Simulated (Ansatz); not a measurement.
# Energy profile

The step: CH₄Zn ([CH3][ZnH]) + H₂S → CH₄SZn ([CH3][Zn][SH]) + H₂; bonds formed: Zn1–S5, H2–H4; bonds broken: Zn1–H2, H4–S5 (atoms numbered as in the saddle structure below).

```tsv
atom	x (Å)	y (Å)	z (Å)
Zn1	0.0684	-0.2116	0.3448
H2	0.5945	-0.2704	1.9825
C3	0.0813	-1.0178	-1.4226
H4	-0.0314	0.6335	1.9791
S5	-1.0053	1.8178	1.3648
H6	-0.8877	-1.4831	-1.6173
H7	0.2456	-0.2466	-2.1779
H8	0.8588	-1.7774	-1.5135
H9	0.0760	2.5558	1.0600
```

Electronic energies by CCSD(T) at an estimated basis limit (MP2 extrapolated from triple and quadruple zeta, plus CCSD(T) − MP2 in triple zeta), on PBE0-D4/def2-TZVP structures; CH6SZn, singlet; no counterpoise correction. Program: Ansatz 0.2.0. Basis: def2-TZVPP and def2-QZVPP. Cores are frozen in the correlated methods. The 3s and 3p shells of Cu and Zn are frozen; filled d shells are correlated. Extrapolation: Hartree–Fock as exp(−7.88 √X), correlation as X^−2.97.

Question: Give the profile in kcal/mol, counted from the separated reactants. (To be estimated.)

Answer: Computed:
```csv
point,kcal/mol
"separated: CH4Zn (linked as [CH3][ZnH]; Zn1, H2, C3, H6, H7, H8; singlet) + H2S (H4, S5, H9; singlet)",0.00
start structure,-3.92
saddle,15.21
end structure,-21.71
"separated: CH4SZn (linked as [CH3][Zn][SH]; Zn1, C3, S5, H6, H7, H8, H9; singlet) + H2 (H2, H4; singlet)",-21.13
```

T1 diagnostic: at most 0.015.

Exchanges of this kind with a chalcogen hydride build sulfide and selenide films.

For scale, one of the runs: CCSD(T)/def2-TZVPP, 221 basis functions, launched by `ansatz run in.yaml --threads 4 --pin off --events-out ev --progress --plain --max-ram 9574MiB`. Time: 80 s of wall clock on 4 CPU threads of an Intel Xeon; the host was shared. Peak host memory: 3.2 GiB.
